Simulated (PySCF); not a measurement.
C3H6OSi, SMILES [SiH3][C@@H]1C=CO1. Heavy atoms are numbered as in [SiH3:1][C@@H:2]1[CH:3]=[CH:4][O:5]1. Hydrogens are named by the atom that carries them.

Geometry: PBE-D3(BJ)/def2-SVP. The structure was generated by enumeration; whether it is a known compound was not checked.

Level of theory: PySCF with PBE/pcSseg-1.

GIAO shieldings, no solvent; atoms alike by connectivity are averaged. δ = σ(ref) − σ: ²⁹Si against TMS (σ = 335.4 ppm); ¹³C against TMS (σ = 182.0 ppm); ¹⁷O against H2O (σ = 334.3 ppm); ¹H against TMS (σ = 31.49 ppm), references at their B3LYP-D3(BJ)/def2-TZVP geometries, non-relativistic.

```json
[
 {"nucleus": "²⁹Si", "atoms": "Si1 (SiH3)", "count": "1", "δ (ppm)": "-62.1"},
 {"nucleus": "¹³C", "atoms": "C4 (CH)", "count": "1", "δ (ppm)": "163.9"},
 {"nucleus": "¹³C", "atoms": "C3 (CH)", "count": "1", "δ (ppm)": "116.6"},
 {"nucleus": "¹³C", "atoms": "C2 (CH)", "count": "1", "δ (ppm)": "93.8"},
 {"nucleus": "¹⁷O", "atoms": "O5", "count": "1", "δ (ppm)": "220.6"},
 {"nucleus": "¹H", "atoms": "H on C4", "count": "1", "δ (ppm)": "7.26"},
 {"nucleus": "¹H", "atoms": "H on C3", "count": "1", "δ (ppm)": "6.41"},
 {"nucleus": "¹H", "atoms": "H on C2", "count": "1", "δ (ppm)": "6.29"},
 {"nucleus": "¹H", "atoms": "H on Si1", "count": "3", "δ (ppm)": "4.53"}
]
```
